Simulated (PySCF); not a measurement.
## La (lanthanum, neutral) across methods

[Xe] 5d2 6s1, high-spin 4F determinant (an excited configuration). All numbers are calculated (PySCF 2.14, the spin-free X2C one-electron Hamiltonian (Gaussian nucleus), in x2c-TZVPPall with one added diffuse shell each of s, p, d type (12s8p8d3f1g, 106 functions)).

| method | E (hartree) | mean ε 5p β (eV) | mean ε 6s α (eV) | mean ε 5d α (eV) | Σ⟨r²⟩ (bohr²) | ⟨S²⟩ |
| --- | --- | --- | --- | --- | --- | --- |
| LDA | -8485.26 | -20.556 | -3.600 | -2.715 | 88.12 | 3.751 |
| wB97M-V | -8491.88 | -24.405 | -5.032 | -5.207 | 89.41 | 3.753 |
| UHF | -8489.25958 | -25.966 | -4.871 | -5.543 | 90.68 | 3.761 |
| PBE | -8492.05 | -20.339 | -3.414 | -2.778 | 88.54 | 3.752 |
| r2SCAN | -8492.45 | -20.870 | -3.457 | -2.962 | 88.14 | 3.754 |
| HSE06 | -8492.01 | -21.538 | -3.551 | -3.189 | 88.33 | 3.753 |
| PBE0 | -8492.11 | -21.972 | -3.858 | -3.565 | 88.16 | 3.753 |

Problem. Estimate the same row for revPBE.

Solution. E (hartree) = -8492.34; mean ε 5p β (eV) = -20.316; mean ε 6s α (eV) = -3.359; mean ε 5d α (eV) = -2.782; Σ⟨r²⟩ (bohr²) = 88.60; ⟨S²⟩ = 3.752.

Spin-orbit coupling, absent here, splits the open shell strongly.
